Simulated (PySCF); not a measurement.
Mo(S)2(OH)(Me) (CH₄MoOS₂), SMILES [S]=[Mo]([OH])(=[S])[CH3], multiplicity 1. Coordinates come from a B3LYP-D3(BJ)/def2-SVP optimisation. The multiplicity is an assumed one; other spin states were not compared. The def2 effective core potentials stand for the cores of Mo; spin–orbit coupling is left out. The values are those of a single conformer.

The numbers are results of PySCF with B3LYP-D3(BJ)/def2-SVP, not measurements.

Harmonic wavenumbers (cm⁻¹): 161, 178, 181, 182, 196, 202, 331, 534, 555, 566, 596, 635, 693, 746, 1185, 1396, 1402, 3019, 3123, 3145, 3824. Rotational constants (GHz): 2.310, 1.771, 1.540; symmetry number 1.

Work out the zero-point energy and the ideal-gas rigid-rotor harmonic-oscillator thermochemistry at 298.15 K and 1 atm.

ZPE = ½ Σ hcν = ½ × 22850 cm⁻¹ = 136.67 kJ/mol. H − E(el) = 159.78 kJ/mol. Entropy in J/(mol K): translation 174.32, rotation 118.51, vibration 76.05, total 368.88. G − E(el) = 49.79 kJ/mol. Cp = 117.80 J/(mol K).
